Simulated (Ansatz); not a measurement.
**Worked example: the enthalpy of formation of CH3I (SMILES CI)**

CH3I: 5 atoms, total charge 0, spin state singlet. SMILES: `CI`. The coordinates come from a PBE0-D4/def2-TZVP relaxation.

Total energies at CCSD/def2-SVPD (core potential), 5 core orbitals frozen (Ansatz 0.2.0); the atoms run unrestricted:

```tsv
species	state	energy (Eh)
CH3I	singlet	-336.546637
C	triplet	-37.720662
I	doublet	-296.765192
H	doublet	-0.499278
```

Harmonic wavenumbers at PBE0-D4/def2-TZVP, in cm⁻¹: 558, 898, 898, 1280, 1461, 1462, 3100, 3216, 3216.

Measured heats of formation of the gaseous atoms at 298.15 K, in kJ/mol: C 716.9, I 106.8, H 218.0. Spin-orbit lowering of the atoms at 298 K (mean of the ground term's levels less their thermal mean, from spectra), in kJ/mol: C 0.02, I 30.32. Take 1 Eh = 2625.50 kJ/mol, 1 cm⁻¹ = 0.0119627 kJ/mol, RT = 2.479 kJ/mol.

Problem. Work out the heat of formation of the gas at 298 K.

Solution. 
1. Electronic atomisation energy: (-37.720662) + (-296.765192) + 3 × (-0.499278) − (-336.546637) = 0.562949 Eh = 1478.0 kJ/mol.
2. Zero-point energy: half the sum of the wavenumbers, 8044.5 cm⁻¹ = 96.2 kJ/mol.
3. Thermal vibrational enthalpy, Σ hcν̃/(exp(hcν̃/kT) − 1): 0.8 kJ/mol. Translation, rotation and pV of a non-linear molecule: 4 RT = 9.9 kJ/mol.
4. The 5 free atoms carry 5/2 RT each: 31.0 kJ/mol.
5. Spin-orbit coupling lowers the free atoms by 0.02 + 30.32 = 30.3 kJ/mol.
6. Atomisation enthalpy at 298 K: 1478.0 − 30.3 − 96.2 − 0.8 − 9.9 + 31.0 = 1371.8 kJ/mol.
7. Sum of the atoms' heats of formation: 1477.7 kJ/mol. Heat of formation: 1477.7 − 1371.8 = +105.9 kJ/mol.

The tabulated value is +15.0 kJ/mol (Active Thermochemical Tables), so this level is off by +90.9 kJ/mol, or 6.2 % of the atomisation enthalpy that the table implies (1462.7 kJ/mol). Coupled cluster needs large bases for atomisation: in a finite one the molecule is underbound. CCSD also lacks the triples, which bind further. A double-zeta basis underbinds. Anharmonicity and any spin-orbit splitting of the molecule are left out, and so is core correlation.
